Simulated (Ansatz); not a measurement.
Consider the cleavage of the B–Al bond: `[BH2][AlH][CH2]OC` + H₂S → `BS` + `CO[CH2][AlH2]`.

Gas-phase electronic energies from Ansatz, PBE0-D4/def2-TZVP geometries. CCSD(T)/CBS adds triple-zeta CCSD(T) − MP2 to the extrapolated MP2 energy (def2 sets, frozen cores). This one scheme is used for every species. DFT in def2-TZVPP. Each species was taken in one conformer, which may not be the lowest.

```csv
level,ΔE (kJ/mol)
BLYP-D4,-126.1
ωB97M-V,-136.9
```

What does CCSD(T)/CBS give? (Best estimate.)

Computed: -135.6 kJ/mol. The listed levels differ from it by 9.5, -1.3 kJ/mol.

What do rigid-rotor, harmonic-oscillator terms from PBE0-D4/def2-TZVP frequencies (298.15 K, 1 bar) make of the CCSD(T)/CBS value? (Estimate.)

Ansatz gave: ΔZPE = +4.5 kJ/mol, ΔH = -132.5 kJ/mol, ΔS = 21 J/(mol·K), ΔG = -138.8 kJ/mol.

Largest T1 diagnostic among the species: 0.015.

From r2SCAN to r2SCAN0 (25 % exact exchange), in def2-TZVPP and without D4, ΔE moves by −7.8 kJ/mol. The D4 term adds +6.9 kJ/mol with B3LYP and +3.8 kJ/mol with PBE0; it sums over pairs of atoms, weighted by their polarisabilities, and B3LYP, whose exchange is more repulsive, gets the larger term.

B3LYP here is the variant with VWN-RPA as its local correlation; programs differ in this.
